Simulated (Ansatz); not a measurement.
CH₆F₂Si₃, SMILES C1[Si@H]([SiH2][Si@H]1F)F.

Coordinates come from a PBE0-D3(BJ)/def2-SVP optimisation. The structure was generated by enumeration; whether it is a known compound was not checked.

Two levels are set side by side: PBE/def2-SVPD (Ansatz, a program for electronic structure) and PBE0/def2-SVPD (Ansatz). Energy differences of separate SCF runs at the same geometry; the states with an electron removed or added have multiplicity 2 and 2. Differences are taken from unrounded values.

| quantity | PBE0 |
|---|---|
| vertical ionisation energy (eV) | 9.45 |
| vertical singlet–triplet gap (eV) | 4.46 |

Question: What does PBE give, and how far is it from PBE0? (An estimate is asked for; the answer gives what the named calculation found.)

Answer: 
```
quantity                            PBE  PBE minus PBE0
---------------------------------  ----  --------------
vertical ionisation energy (eV)    9.21           -0.24
vertical singlet–triplet gap (eV)  4.20           -0.26
```
